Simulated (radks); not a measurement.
Radial electron density D(r) = 4 pi r^2 rho(r) of an atom or ion with 54 electrons. All-electron calculation, scalar-relativistic Kohn-Sham, PBE, spin-unpolarised, spherical densities, point nucleus. Program: a radial shooting solver on a logarithmic mesh with Libxc functionals.

```
   r/bohr * D(r) (the largest magnitude, 90.5, reaches the edge; | marks zero)
 0.004756 |              *
 0.006549 |                     *
 0.009092 |                              *
  0.01262 |                                      *
  0.01752 |                                          *
  0.02413 |                                        *
  0.03349 |                                    *
   0.0465 |                                       *
  0.06403 |                                                  *
  0.08889 |                                                      *
   0.1234 |                                           *
   0.1713 |                                       *
   0.2359 |                                              *
   0.3275 |                                *
   0.4546 |               *
    0.631 |                 *
    0.869 |             *
    1.206 |     *
    1.675 |  *
    2.325 | *
    3.201 |*
    4.444 *
    6.169 *
    8.496 *
    11.79 *
    16.37 *
    22.73 *
```

What is the nuclear charge?

Answer. Z = 54. The innermost maximum, from 1s, lies near gamma/Z bohr with gamma = sqrt(1 - (Z/c)^2) = 0.919, here 0.017 bohr (found: 0.0187), and its height grows with Z. The density is that of neutral xenon in [Kr] 4d10 5s2 5p5 5d1; the configuration itself is not fixed sharply by these data, and Z only to a few units. D(r) has 4 maxima, at r = 0.0187, 0.0827, 0.236, 0.673 bohr, and minima at 0.0363, 0.156, 0.492 bohr, inside which lie 1.98, 11.19, 28.95 electrons.
